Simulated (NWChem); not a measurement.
System: SiCl$_{2}$F$_{2}$; SMILES F[Si](F)(Cl)Cl

All runs: NWChem. Structure relaxed at the PBE0/def2-SVP level. Level: B3LYP/def2-SVP with SMD (1 M gas to 1 M solution), gas-phase geometry. Reactions with the solvent are ignored.

```
solvent                dielectric constant  solvation free energy (kcal/mol)  cavity-dispersion-structure term (kcal/mol)  dipole in solution (D)
---------------------  -------------------  --------------------------------  -------------------------------------------  ----------------------
water                                 78.4                               1.2                                          2.4                    0.83
ethyl acetate                         5.99                              -2.3                                         -1.3                    0.82
ethylene glycol                       40.2                              -0.9                                          0.2                    0.83
toluene                               2.37                              -2.4                                         -1.7                    0.79
methanol                              32.6                              -2.4                                         -1.3                    0.83
N,N-dimethylformamide                 37.2                                 …                                            …                    0.83
```

**Question.** What belongs in the gaps?

**Answer.** 
- N,N-dimethylformamide, solvation free energy (kcal/mol): -1.8
- N,N-dimethylformamide, cavity-dispersion-structure term (kcal/mol): -0.7
